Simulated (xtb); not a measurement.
H₂Te₂, SMILES [TeH][TeH]. All values are semi-empirical tight-binding results from xtb (GFN2-xTB unless named), good for trends rather than for accurate numbers. Geometry optimised at GFN2-xTB.

Computed properties:
- point group as xtb finds it: C2
- orbital gap: 3.88 eV
- zero-point energy: 7.8 kcal/mol
- G − E(el) at 298.15 K (modified RRHO): -10.2 kcal/mol
- static polarisability (D4 model): 81.4 bohr³
- solvation energy, GFN2-xTB/ALPB(water): -1.8 kcal/mol
- solvation energy, GFN2-xTB/ALPB(benzene): -4.0 kcal/mol
